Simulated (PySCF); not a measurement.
Bonds (- single, = double, # triple, : aromatic): P1-Si2, Si2-C3, C3-C4, C4-C5, C5-C6, C6-C3. P1 carries H7, H8, H9; Si2 carries H10, H11; C3 carries H12; C4 carries H13, H14; C5 carries H15, H16; C6 carries H17, H18. Formal charges: P1 +1.

Total charge +1. H13, H15, H17 are cis to Si2 on the ring; H14, H16, H18 are trans to Si2 on the ring.

Geometry: GFN2-xTB; GIAO absolute shieldings from PySCF 2.14.0 with density-fitted response routines, gas phase, non-relativistic, averaged over equivalent atoms.

At OLYP/STO-3G (50 basis functions, 7.7 s wall time on 1 thread of an Arm Neoverse V2, shared host):
```csv
atoms,σ (ppm)
P1,725.9
Si2,502.0
C4/C6,200.3
C5,203.4
C3,205.4
H10/H11,28.83
H7/H8/H9,29.90
H14/H18,30.31
H12,30.73
H16,30.83
H13/H17,31.83
H15,31.86
```

Question: Estimate the result of repeating the calculation with PBE/pcSseg-1.

Answer: 
```json
{"atoms": "P1", "σ at PBE/pcSseg-1": "504.0", "change": "-221.9"}
{"atoms": "Si2", "σ at PBE/pcSseg-1": "347.0", "change": "-155.0"}
{"atoms": "C4/C6", "σ at PBE/pcSseg-1": "156.1", "change": "-44.2"}
{"atoms": "C5", "σ at PBE/pcSseg-1": "160.9", "change": "-42.5"}
{"atoms": "C3", "σ at PBE/pcSseg-1": "161.9", "change": "-43.5"}
{"atoms": "H10/H11", "σ at PBE/pcSseg-1": "26.19", "change": "-2.64"}
{"atoms": "H7/H8/H9", "σ at PBE/pcSseg-1": "27.14", "change": "-2.76"}
{"atoms": "H14/H18", "σ at PBE/pcSseg-1": "28.27", "change": "-2.04"}
{"atoms": "H12", "σ at PBE/pcSseg-1": "28.43", "change": "-2.30"}
{"atoms": "H16", "σ at PBE/pcSseg-1": "28.87", "change": "-1.96"}
{"atoms": "H13/H17", "σ at PBE/pcSseg-1": "29.79", "change": "-2.04"}
{"atoms": "H15", "σ at PBE/pcSseg-1": "30.03", "change": "-1.83"}
```

The largest change is at P1 (phosphorus bonded to Si, 3 H). Cost: 176 basis functions, 89 s wall time on 1 thread of an Intel Xeon, shared host. The order of the carbon signals is the same at both levels.
